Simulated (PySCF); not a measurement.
TDDFT excited states: C3H3F3N2SSi

C₃H₃F₃N₂SSi.
Numbering: `[F:1][C:2]([F:3])([F:4])[c:5]1[n:6][n:7][s:8][c:9]1[SiH3:10]` (hydrogens: H11, H12, H13 on Si10)

Cartesian coordinates in Å at the GFN2-xTB level; atoms count from 1:
```xyz
13
C3H3F3N2SSi angstrom
F     -0.0089   -1.8366   -1.3094
C      0.7117   -1.5789   -0.1987
F      1.8184   -2.3103   -0.2757
F     -0.0149   -2.0710    0.8257
C      0.9720   -0.1193   -0.0366
N      2.2263    0.3607   -0.0061
N      2.2983    1.6029    0.1348
S      0.8149    2.3338    0.2469
C     -0.0110    0.8434    0.0926
Si    -1.8964    0.6987    0.1201
H     -2.3599    1.5906   -0.9420
H     -2.2926    1.1760    1.4442
H     -2.2622   -0.6894   -0.1135
```

Method used: PySCF, TDDFT CAM-B3LYP/def2-SVPD, vertical, gas phase, core orbitals frozen in the response. GFN2-xTB frequencies show an imaginary mode (50i cm⁻¹), so this geometry is no minimum at that level.

| state | E (eV) | E (kJ/mol) | λ (nm) | f | \|μ\| (D) | main configurations (H = HOMO, L = LUMO) |
| --- | --- | --- | --- | --- | --- | --- |
| S1 | 4.06 | 392 | 305.0 | 0.0016 | 0.32 | H→L (95%) |
| S2 | 5.53 | 534 | 224.0 | 0.046 | 1.47 | H-1→L (68%), H→L+1 (16%), H-2→L (9%) |
| S3 | 5.99 | 578 | 207.1 | 0.110 | 2.20 | H-2→L (60%), H-1→L (21%), H→L+1 (10%) |
| S4 | 6.03 | 582 | 205.7 | 0.0027 | 0.35 | H→L+2 (90%) |
| S5 | 6.30 | 608 | 196.7 | 0.0000 | 0.03 | H-3→L (95%) |
| S6 | 6.51 | 628 | 190.5 | 0.045 | 1.35 | H→L+1 (56%), H-2→L (21%) |
| S7 | 6.60 | 637 | 187.8 | 0.0009 | 0.19 | H-1→L+1 (62%), H-2→L+1 (24%) |
| S8 | 6.96 | 671 | 178.2 | 0.0001 | 0.05 | H-2→L+1 (64%), H-1→L+1 (26%) |

Triplets, Tamm–Dancoff:

```json
{"state": "T1", "E (eV)": "3.36", "λ (nm)": "369.4", "main configurations (H = HOMO, L = LUMO)": "H→L (83%), H→L+2 (14%)"}
{"state": "T2", "E (eV)": "3.88", "λ (nm)": "319.9", "main configurations (H = HOMO, L = LUMO)": "H-1→L (88%)"}
{"state": "T3", "E (eV)": "4.54", "λ (nm)": "273.0", "main configurations (H = HOMO, L = LUMO)": "H-2→L (86%)"}
```

The lowest singlet lies at 4.06 eV (305 nm, ultraviolet) and is very weak; its leading configuration is HOMO→LUMO (95%). The most intense listed level is S3 at 5.99 eV (207 nm, f = 0.110), 1.92 eV above S1. Löwdin shares by element: HOMO nitrogen 73%, sulfur 14%, carbon 8% or more; LUMO nitrogen 30%, carbon 24% or more, sulfur 24% (atoms not listed hold the other 21%). Of the 8 states listed, 3 reach f = 0.01 and 2 stay under 0.0005. The oscillator strengths of these states sum to 0.205; summed over the whole spectrum of an exact calculation they would give the number of electrons, 92 (Thomas–Reiche–Kuhn). Orbital energies (eV): HOMO-3 -11.70, HOMO-2 -10.60, HOMO-1 -10.08, HOMO -9.44, LUMO -1.33, LUMO+1 0.20, LUMO+2 0.70. The window holds the lowest 8 singlets.
